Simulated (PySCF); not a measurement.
## Dipole response of P²⁺ (phosphorus, charge +2)

[Ne] 3s2 3p1, 2P determinant. All numbers are calculated (PySCF 2.14, the spin-free X2C one-electron Hamiltonian (Gaussian nucleus), in aug-cc-pVTZ-DK). Coupled (time-dependent) response in atomic units; α is the mean over directions.

```
   method  mean α (bohr³)         α xx, yy, zz  C₆ (like pair)  S(−4)
      UHF           9.473  9.697, 9.026, 9.697           34.61  38.97
      PBE           9.118  9.273, 8.807, 9.273           32.71  35.14
     PBE0           9.182  9.369, 8.808, 9.369           33.06  35.71
BHandHLYP           9.148  9.333, 8.778, 9.333           32.89  35.34
   PBEsol           9.123  9.260, 8.848, 9.260           32.71  35.29
```

S(−4) is the Cauchy moment in α(ω) = α(0) + S(−4) ω² + …

α(iu) at PBEsol:

```tsv
u (hartree)	α(iu) (bohr³)
0	9.123
0.0500	9.036
0.100	8.784
0.200	7.913
0.300	6.806
0.500	4.737
0.750	3.007
1.00	2.013
1.50	1.063
2.00	0.6584
3.00	0.3326
5.00	0.1416
```

A single London oscillator, α(iu) = α/(1 + u²/ω²), gives C₆ = (3/4) ω α². Matching the computed C₆ needs ω = 4 × 32.71 / (3 × 9.123²) = 0.524 hartree.

For an ion, C₆ is the dispersion term alone; charge-induced terms of lower order in 1/R come first.

The components differ because the open shell of this determinant is not spherical; for a pure term their mean is the scalar polarisability.
